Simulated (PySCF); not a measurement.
1,3-oxasiletane-2,4-dione (C₂H₂O₃Si), SMILES [SiH2]1C(OC1=O)=O.

The structure is a stationary point at B3LYP-D3(BJ)/def2-SVP.

These are TDA-ωB97X/def2-SVPD (PySCF) values and carry that method's errors.

Vertical excitations. The molecule is in vacuum. State labels are in the subgroup C2v.

Computed lowest excited states:
```tsv
state	symmetry	energy (eV)	λ (nm)	f	main pairs
S1	A2	4.67	265	0.000	HOMO→LUMO 79 %, HOMO−1→LUMO+2 17 %
S2	B2	4.93	251	0.010	HOMO→LUMO+2 69 %, HOMO−1→LUMO 24 %
S3	B2	6.41	193	0.006	HOMO−1→LUMO 71 %, HOMO→LUMO+2 23 %
S4	A1	6.66	186	0.085	HOMO→LUMO+1 93 %
S5	A2	6.67	186	0.000	HOMO−1→LUMO+2 79 %, HOMO→LUMO 17 %
S6	B1	6.94	179	0.022	HOMO−1→LUMO+1 89 %
S7	B1	7.69	161	0.000	HOMO→LUMO+3 82 %
S8	A1	7.95	156	0.001	HOMO−2→LUMO 84 %
S9	B1	8.04	154	0.124	HOMO−2→LUMO+2 64 %, HOMO→LUMO+4 16 %
S10	A2	8.47	146	0.000	HOMO−3→LUMO+1 53 %, HOMO−2→LUMO+1 24 %, HOMO−4→LUMO+2 11 %
T1	A2	4.09	303	0	HOMO→LUMO 74 %, HOMO−1→LUMO+2 21 %
T2	B2	4.17	297	0	HOMO→LUMO+2 63 %, HOMO−1→LUMO 33 %
T3	A1	5.74	216	0	HOMO−2→LUMO 61 %, HOMO→LUMO+1 17 %, HOMO−5→LUMO+2 15 %
T4	A1	5.88	211	0	HOMO→LUMO+1 74 %, HOMO−2→LUMO 16 %
```
Triplets are in the Tamm–Dancoff approximation.
